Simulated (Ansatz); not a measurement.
A made-up structure of SiO2F (charge -1), closed shell:

O1  (0.973, 0.787, 1.263)
Si2  (0.067, -0.083, 0.083)
O3  (-0.203, -1.739, -0.309)
F4  (-0.838, 1.035, -1.037)
(Å)

It is relaxed with PBE-D4/def2-SVPD and then PBE0-D4/def2-TZVPD (Ansatz 0.2.0). Atoms count as bonded within 1.22 times the sum of their covalent radii (H–H: 0.88 Å). The end point is not checked to be a true minimum.

Question: Does its bonding change? (A judgement: the text doesn't fix the answer.)

Answer: The calculation gives: No: no bond forms or breaks.

Where it ends: The first stage lowers the energy by 0.91 eV in 5 steps. It ends as SiO₂F ([O][Si]([O])[F]), total charge -1:
```tsv
atom	x (Å)	y (Å)	z (Å)
O1	0.8688	0.7028	1.1275
Si2	0.0600	-0.0741	0.0743
O3	-0.1808	-1.5529	-0.2756
F4	-0.7480	0.9243	-0.9263
```

Labels in which every atom is bracketed show which atoms are joined, not bond orders.

For scale, one of the runs: PBE0-D4/def2-TZVPD relaxation, 163 basis functions, launched by `ansatz run in.yaml --threads 2 --pin off --events-out ev --progress --plain --max-ram 4352MiB`. The run took about 15 s on 2 CPU threads of an Arm Neoverse V1 (shared host).
